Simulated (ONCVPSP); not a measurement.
## u(r) = r·R(r): atom against pseudo-atom (Mg)

Columns: radius, all-electron u(r) and pseudo u(r) of the 2p shell (level -66.71 eV) of magnesium in the configuration [He] 2s2 2p6; PBE, scalar-relativistic, ONCV scheme, ONCVPSP 4.0.1.

| r (bohr) | all-electron | pseudo |
| --- | --- | --- |
| 0.062 | 0.1437 | 0.0477 |
| 0.125 | 0.4121 | 0.1847 |
| 0.188 | 0.6721 | 0.3868 |
| 0.250 | 0.8756 | 0.6161 |
| 0.312 | 1.0189 | 0.8403 |
| 0.375 | 1.1079 | 1.0323 |
| 0.438 | 1.1493 | 1.1674 |
| 0.500 | 1.1540 | 1.2370 |
| 0.562 | 1.1327 | 1.2479 |
| 0.625 | 1.0923 | 1.2106 |
| 0.688 | 1.0395 | 1.1407 |
| 0.750 | 0.9801 | 1.0557 |
| 0.812 | 0.9168 | 0.9665 |
| 0.875 | 0.8511 | 0.8794 |
| 0.938 | 0.7857 | 0.7995 |
| 1.000 | 0.7231 | 0.7287 |
| 1.062 | 0.6630 | 0.6647 |
| 1.125 | 0.6051 | 0.6054 |
| 1.188 | 0.5507 | 0.5507 |
| 1.250 | 0.5008 | 0.5007 |
| 1.312 | 0.4544 | 0.4544 |
| 1.375 | 0.4110 | 0.4109 |
| 1.438 | 0.3711 | 0.3710 |
| 1.500 | 0.3351 | 0.3350 |
| 1.562 | 0.3022 | 0.3022 |
| 1.625 | 0.2718 | 0.2717 |

(1) How many radial nodes do the two functions have?

(2) At about which radius was the pseudo-wave matched?

(3) Is the pseudo-wave norm-conserving?

## Answers

(1) The all-electron 2p function has n − l − 1 = 0; the pseudo-wave has 0.

(2) 1.25 bohr. The columns agree to 0.0005 from 1.12 bohr on; several derivatives are matched, so the curves merge somewhat inside the radius.

(3) Yes: the ONCV scheme keeps the norm inside the radius equal to the all-electron one, which fixes the energy derivative of the logarithmic derivative at the level.
